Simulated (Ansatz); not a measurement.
Relaxation of C4H7FSi (13 atoms, charge 0, multiplicity 1), to a largest force component of 0.02 eV/Å in at most 50 steps.

All numbers below come from Ansatz 0.2.0, RKS PBE-D4/def2-SVP.

```xyz
13
Properties=species:S:1:pos:R:3
C 0.283 -2.302 1.384
C 0.141 -0.968 1.288
C 0.016 0.329 1.212
Si 0.480 1.244 -0.311
C -0.624 0.675 -1.756
F 0.079 2.797 -0.034
H 1.214 -2.731 1.581
H -0.606 -2.865 1.259
H -0.234 0.930 2.131
H 1.849 1.124 -0.624
H -0.442 -0.365 -1.968
H -1.674 0.789 -1.502
H -0.462 1.308 -2.645
```

**Question.** Where does it end, and by what steps?

**Answer.** The forces met the threshold. After 33 steps the energy has fallen by 0.407 eV; H9 moved furthest, 1.22 Å.

| step | energy less start (eV) | largest force component (eV/Å) | accepted |
| --- | --- | --- | --- |
| 0 | 0.0000 | 3.541 | yes |
| 2 | -0.2714 | 1.288 | no |
| 4 | -0.3570 | 0.082 | yes |
| 6 | -0.3617 | 0.112 | yes |
| 8 | -0.3638 | 0.077 | yes |
| 10 | -0.3693 | 0.341 | yes |
| 12 | -0.3770 | 0.126 | yes |
| 14 | -0.3112 | 0.815 | no |
| 16 | -0.3912 | 0.125 | yes |
| 18 | -0.3931 | 0.228 | yes |
| 20 | -0.3979 | 0.070 | yes |
| 22 | -0.4016 | 0.154 | yes |
| 24 | -0.4038 | 0.080 | yes |
| 26 | -0.4052 | 0.066 | yes |
| 28 | -0.4064 | 0.067 | yes |
| 30 | -0.4068 | 0.050 | yes |
| 32 | -0.4070 | 0.023 | yes |
| 33 | -0.4072 | 0.015 | yes |

```xyz
13
Properties=species:S:1:pos:R:3
C -0.248 -2.143 1.255
C 0.144 -0.886 1.291
C 0.527 0.376 1.272
Si 0.308 1.427 -0.264
C -0.318 0.411 -1.702
F -0.787 2.613 0.073
H 0.440 -2.949 0.949
H -1.272 -2.432 1.547
H 0.977 0.817 2.182
H 1.594 2.140 -0.579
H 0.447 -0.325 -2.025
H -1.232 -0.149 -1.419
H -0.559 1.065 -2.565
```

Whether the end is a true minimum wasn't checked by a vibrational analysis.

The run took 64 s on 2 threads of AMD EPYC 7R43 64-Core Processor (Zen 3) (shared host), peak memory 0.18 GiB.
